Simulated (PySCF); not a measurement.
A side-by-side comparison of computed properties.

First species: C₄H₁₀FNSi.
SMILES: `F[C@@H]([SiH3])[C@@H]1CCN1`

Second species: C10H10O.
SMILES: `C#Cc1cccc(OCC)c1`

Levels: PBE0/pcSseg-1 for dipole moment, HOMO energy, LUMO energy and HOMO–LUMO gap; GFN2-xTB for rotational constant A and rotational constant C. Geometries: GFN2-xTB. Each structure is a single optimised conformer of the isolated species, non-relativistic unless stated. Electronic properties by PySCF.

Dipoles, sizes and rotational constants follow the conformer. The torsions of the flexible species, by atom-mapped SMILES:
- `[F:1][C@@H:2]([SiH3:3])[C@@H:4]1[CH2:5][CH2:6][NH:7]1`: F1–C2–C4–C5 -67°
- `[CH:1]#[C:2][c:3]1[cH:4][cH:5][cH:6][c:7]([O:8][CH2:9][CH3:10])[cH:11]1`: C6–C7–O8–C9 180°, C7–O8–C9–C10 180°

Values for the first species:

| Quantity | Value |
| --- | --- |
| Dipole moment | 2.47 D |
| HOMO energy | -6.73 eV |
| LUMO energy | 0.94 eV |
| HOMO–LUMO gap | 7.67 eV |
| Rotational constant A | 3.110 GHz |
| Rotational constant C | 1.327 GHz |

(1) Estimate the same properties for the second species, and the change in each.

Answers

(1) 
```tsv
property	first	second	second less first
dipole moment	2.47 D	1.31 D	-1.16 D
HOMO energy	-6.73 eV	-6.51 eV	+0.22 eV
LUMO energy	0.94 eV	-0.96 eV	-1.90 eV
HOMO–LUMO gap	7.67 eV	5.55 eV	-2.12 eV
rotational constant A	3.110 GHz	1.979 GHz	-1.131 GHz
rotational constant C	1.327 GHz	0.500 GHz	-0.827 GHz
```

On the first: In atomic units the dipole is 0.97 e·bohr (1 au = 2.5417 D). GFN2-xTB frequencies show an imaginary mode (59i cm⁻¹), so this geometry is no minimum at that level.

On the second: The dipole matches unit charges of opposite sign 0.27 Å apart (1 e·Å = 4.8032 D).
